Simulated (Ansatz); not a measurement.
Geometry optimisation, DFT PBEsol, scalar-relativistic, plane waves, PAW (Ansatz).

Input:

```yaml
crystal:
  lattice:
    - [7.67918, 0.0, 0.0]
    - [3.83959, 6.650365, 0.0]
    - [0.0, 0.0, 18.868765]
  atoms:
    - { symbol: H, position: [0.1666667, 0.1666667, 0.0529976] }
    - { symbol: H, position: [0.6666667, 0.1666667, 0.0529976] }
    - { symbol: H, position: [0.1666667, 0.6666667, 0.0529976] }
    - { symbol: H, position: [0.6666667, 0.6666667, 0.0529976] }
    - { symbol: Si, position: [0.1666667, 0.1666667, 0.1324941] }
    - { symbol: Si, position: [0.6666667, 0.1666667, 0.1324941] }
    - { symbol: Si, position: [0.1666667, 0.6666667, 0.1324941] }
    - { symbol: Si, position: [0.6666667, 0.6666667, 0.1324941] }
    - { symbol: Si, position: [-0.1666667, 0.3333333, 0.1740312] }
    - { symbol: Si, position: [0.3333333, 0.3333333, 0.1740312] }
    - { symbol: Si, position: [-0.1666667, 0.8333333, 0.1740312] }
    - { symbol: Si, position: [0.3333333, 0.8333333, 0.1740312] }
    - { symbol: Si, position: [-0.1666667, 0.3333333, 0.2986423] }
    - { symbol: Si, position: [0.3333333, 0.3333333, 0.2986423] }
    - { symbol: Si, position: [-0.1666667, 0.8333333, 0.2986423] }
    - { symbol: Si, position: [0.3333333, 0.8333333, 0.2986423] }
    - { symbol: Si, position: [0.0, 0.0, 0.3401794] }
    - { symbol: Si, position: [0.5, 0.0, 0.3401794] }
    - { symbol: Si, position: [0.0, 0.5, 0.3401794] }
    - { symbol: Si, position: [0.5, 0.5, 0.3401794] }
    - { symbol: H, position: [0.0, 0.5, 0.417026] }
    - { symbol: H, position: [0.5, 0.5, 0.417026] }
    - { symbol: Cl, position: [0.2390313, 0.0143795, 0.4975824] }
    - { symbol: Cl, position: [-0.0506957, 0.0894216, 0.5002323] }
basis:
  ecutwfc: 420.0
kpoints:
  mp_grid: { grid: [2, 2, 1] }
hamiltonian:
  xc: pbesol
  pseudopotentials: { kind: paw, azcp: { folder: soft_1 } }
scf:
  occupations: { method: fermi_dirac, width: 0.02 }
  lower_state_search: "off"
relax:
  f_tol: 0.08
  max_steps: 25
  adjacent_minimum: "off"
  constraints: [{ sites: [0, 1, 2, 3, 4, 5, 6, 7] }]
```

Launched with:

```bash
$ ansatz run input.yaml --threads 1 --pin off --max-ram 3072MiB --backend cpu --events-out ev --progress --plain --runs-dir out
```

Task: Where does it end, and by what steps?

Result: It converged. The threshold is loose, so the end isn't yet a minimum. Limits of this set-up: thin slab, slab without dipole correction, no dispersion correction for a molecule that may bind weakly, PAW files made for another functional. After 14 steps the energy has fallen by 5.828 eV; Cl23 moved furthest, 2.19 Å. Parted: Cl23–Cl24 (2.00 → 3.84 Å). Joined: Si17–Cl24 (3.08 → 2.08 Å), Si18–Cl23 (3.55 → 2.09 Å).

```csv
step,energy less start (eV),largest force component (eV/Å),accepted
0,0.0000,1.604,yes
1,-0.4363,1.377,yes
2,-0.8119,1.297,yes
3,-1.1633,1.492,yes
4,-1.6202,1.889,yes
5,-2.4266,2.292,yes
6,-3.5684,2.231,yes
7,-4.6130,2.039,yes
8,-5.1991,1.158,yes
9,-5.4368,0.783,yes
10,-5.5942,0.519,yes
11,-5.7003,0.393,yes
12,-5.7725,0.245,yes
13,-5.8151,0.113,yes
14,-5.8278,0.079,yes
```

```xyz
24
Lattice="7.6792 0.0000 0.0000 3.8396 6.6504 0.0000 0.0000 0.0000 18.8688" Properties=species:S:1:pos:R:3
H 1.920 1.108 1.000
H 5.759 1.108 1.000
H 3.840 4.434 1.000
H 7.679 4.434 1.000
Si 1.920 1.108 2.500
Si 5.759 1.108 2.500
Si 3.840 4.434 2.500
Si 7.679 4.434 2.500
Si 0.000 2.216 3.255
Si 3.840 2.216 3.257
Si 1.920 5.542 3.253
Si 5.759 5.542 3.252
Si 0.005 2.229 5.598
Si 3.844 2.228 5.602
Si 1.926 5.529 5.599
Si 5.764 5.528 5.597
Si 0.006 0.005 6.332
Si 3.845 0.002 6.334
Si 1.925 3.320 6.381
Si 5.765 3.319 6.381
H 1.920 3.319 7.883
H 5.766 3.325 7.883
Cl 3.849 -0.009 8.420
Cl 0.005 0.005 8.414
```

Run time: 2.4 min on 1 thread of Arm Neoverse V2, with other jobs on the host, peak memory 0.96 GiB.
